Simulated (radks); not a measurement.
The numbers below are computed, except where a source is named.
Question: All-electron atom: Tm XLIV in [Ar] 3d8. Code: a radial shooting solver on a logarithmic mesh with Libxc functionals. Model: Dirac Kohn-Sham, PBE, spin-unpolarised, spherical densities, finite nucleus; open shells fill j = l - 1/2 first; Fermi nuclear charge, rms radius 5.2256 fm.

Spin-orbit splittings of the eigenvalues, e(l+1/2) - e(l-1/2), with zeta = 2 splitting/(2l+1) and mean radii in bohr:

shell  occ.  splitting (eV)  zeta (eV)  <r> j=l-1/2  <r> j=l+1/2
2p        6           987.1      658.1      0.06982      0.07714
3p        6           224.4      149.6       0.2031       0.2155
3d        8           50.53      20.21       0.1879       0.1917
4p        0               ?          ?       0.4150       0.4320

Estimate the 4p splitting.

Answer: 77.74 eV (zeta = 51.83 eV).
